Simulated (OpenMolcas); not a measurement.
Co2+ with 6 ligands (fluoride) in octahedral coordination (Oh) at 2.06 Å. A charge of +0.667 e stands 2.8 Å behind each ligand. Ligand basis ANO-RCC-VDZP.

```yaml
Program: OpenMolcas 26.06
Method: "SS-CASPT2, IPEA 0.25 Eh, imaginary shift 0.1 Eh (closed shells correlated: 3s 3p and the ligand valence shells)"
Basis: ANO-RCC-VDZP [5s4p2d1f]
Scalar_Hamiltonian: DKH2, point nucleus
Active_space: 7 electrons in 5 orbitals (3d)
State_averaging: 2S+1 = 4 even, 10 roots; 2S+1 = 2 even, 40 roots
Spin-orbit_coupling: RASSI with atomic mean-field integrals over the reference wave functions
```

Question: What is the spin-free ground state (labels of O, the rotations of Oh)?

Answer: 4T1, 3-fold in its orbital part, 99 % from free-ion F terms; it has the highest spin that d7 allows.

Question: Where is the first state of the same spin?

Answer: 4T2 at 6830 cm-1 above the ground state.

Question: What are the lowest two levels with spin-orbit coupling?

Answer: A 2-fold level Γ6 with g = 4.46, 4.46, 4.46, then a 4-fold level Γ8 370 cm-1 above it. Their leading multiplicities are 4 (100 %) and 4 (100 %).

Question: What is χT at 300 K, and how does it compare with the textbook value?

Answer: The lowest level has 2S+1 = 4, for which the spin-only value is χT = S(S+1) / 2 = 1.875 cm3 K/mol (g = 2). The computed 3.591 at 300 K differs by +1.716, through orbital momentum, spin-orbit coupling and any other state in reach. With a threefold ground state the orbital momentum is unquenched, so the spin-only value is not expected to hold.

Roots that are degenerate in the reference are averaged as groups; the widest CASPT2 spread within a group is 100 cm-1 (the 2-fold group of multiplicity 2 near 28600 cm-1 above the lowest state of its run). Shifts and gaps below about the spread of the groups concerned are not significant. Over all roots computed the reference weight is 0.70 to 0.71; a low but even weight reflects the number of correlated electrons. An orbital triplet at a regular site is open to Jahn-Teller coupling, which can distort the site and quench the lowest spin-orbit gaps and is left out. A single d shell leaves out the double-shell effect, which counts most for late 3d ions, where the CASPT2 field can be off either way by tens of per cent. Ligand-to-metal charge-transfer states are missing. These CASPT2 states fit no ligand-field parameters well, so their order and spin gaps are uncertain. For late 3d ions with one d shell CASPT2 can put B and the spin-flip bands somewhat low as well as high. With one d shell and no ligand orbital active, 10Dq can be off by tens of per cent for divalent 3d ions, low with halides held by bare charges and at times high in hosts. Free-ion shares, where given, are those of the reference states; single-state CASPT2 does not remix them. No measured value stands beside these numbers; the geometry was imposed, not optimised, and the real ion may take another.
